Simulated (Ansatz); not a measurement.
Calculated with Ansatz (gas phase, PBE0-D4/def2-TZVP geometries, no zero-point term in ΔE). CCSD(T)/CBS adds triple-zeta CCSD(T) − MP2 to the extrapolated MP2 energy (def2 sets, frozen cores). This one scheme is used for every species. DFT in def2-TZVPP. B3LYP here is the variant with VWN-RPA as its local correlation; programs differ in this. def2 core potentials past Kr. For Sn outer-core shells are correlated without core-valence functions, which leaves a few kJ/mol of doubt a bond. Each species was taken in one conformer, which may not be the lowest.

Reaction (formal exchange of groups at the Si–C bond): `C[SiH](O)[SnH3]` + `C=O` → `O=C[SiH](O)[SnH3]` + CH₄

Problem. Is it downhill or uphill in electronic energy at CCSD(T)/CBS, and by how much? (Estimate.)

Solution. Ansatz gave: Uphill: ΔE = +17.2 kJ/mol.

Problem. What do these levels give: r2SCAN-D4, B3LYP-D4, ωB97X-V, ωB97M-V, B2PLYP, PBE0, B3LYP, MP2/def2-TZVPP, SCS-MP2/def2-TZVPP, CCSD(T)/def2-TZVPP, SCS-MP2/def2-QZVPP, MP2/CBS(def2)? (Estimate.)

Solution. Ansatz gave: r2SCAN-D4 9.1, B3LYP-D4 10.0, ωB97X-V 16.2, ωB97M-V 16.7, B2PLYP 13.6, PBE0 13.2, B3LYP 9.9, MP2/def2-TZVPP 20.0, SCS-MP2/def2-TZVPP 19.2, CCSD(T)/def2-TZVPP 17.8, SCS-MP2/def2-QZVPP 18.9, MP2/CBS(def2) 19.4 kJ/mol.

Largest T1 diagnostic among the species: 0.015.

From PBE to PBE0 (25 % exact exchange), in def2-TZVPP and without D4, ΔE moves by +6.7 kJ/mol.
